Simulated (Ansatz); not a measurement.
`CB(F)F` + `OBOCO` → `OB(F)F` + `CCOBO`  (redistribution)

Program: Ansatz. Geometries: PBE0-D4/def2-TZVP. ΔE: electronic, gas phase. CCSD(T)/CBS adds triple-zeta CCSD(T) − MP2 to the extrapolated MP2 energy (def2 sets, frozen cores). This one scheme is used for every species. DFT in def2-TZVPP. B3LYP here is the variant with VWN-RPA as its local correlation; programs differ in this. One conformer a species, not always the lowest.

```tsv
level	ΔE (kJ/mol)	difference from CCSD(T)/CBS
PBE-D4	-130.0	10.6
r2SCAN-D4	-136.2	4.4
PBE0-D4	-134.7	5.9
B3LYP-D4	-137.3	3.3
ωB97X-V	-133.0	7.6
ωB97M-V	-135.8	4.8
B2PLYP	-139.1	1.5
PBE	-129.0	11.6
r2SCAN	-135.9	4.7
PBE0	-133.8	6.8
B3LYP	-135.9	4.7
HF/def2-TZVPP	-143.9	-3.3
MP2/def2-TZVPP	-144.0	-3.4
SCS-MP2/def2-TZVPP	-142.7	-2.1
CCSD/def2-TZVPP	-141.1	-0.5
CCSD(T)/def2-TZVPP	-139.9	0.7
HF/def2-QZVPP	-144.4	-3.8
MP2/def2-QZVPP	-144.5	-3.9
SCS-MP2/def2-QZVPP	-143.5	-2.9
HF/CBS(def2)	-144.5	-3.9
MP2/CBS(def2)	-144.6	-4.0
CCSD/CBS(def2)	-141.8	-1.2
CCSD(T)/CBS	-140.6	0
```

Largest T1 diagnostic among the species: 0.013.

From PBE to PBE0 (25 % exact exchange), in def2-TZVPP and without D4, ΔE moves by −4.8 kJ/mol.
